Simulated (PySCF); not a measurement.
In(Cl)(vinyl)(OH) (C2H4ClInO), SMILES [CH](=C)[In]([OH])[Cl].

Geometry: B3LYP-D3(BJ)/def2-SVP. The structure was generated by enumeration; whether it is a known compound was not checked. The def2 effective core potentials stand for the cores of In; spin–orbit coupling is left out. One conformer was computed; it need not be the lowest.

The numbers are results of M06-2X/def2-TZVP (PySCF), not measurements.

Isolated molecule, no solvent.

Computed frontier levels, gap, dipole moment and polarisability:
The highest occupied level is -9.65 eV. The lowest empty level comes out as -1.10 eV and the orbital gap is 8.55 eV. The dipole moment is 2.48 D and the quadrupole, principal values (traceless, Buckingham form, about the centre of nuclear charge) comes out as -11.19, 2.83, 8.36 D·Å. The mean static polarisability comes out as 73.4 bohr³ (10.88 Å³). The polarisability, principal values is 47.2, 70.2, 102.8 bohr³.
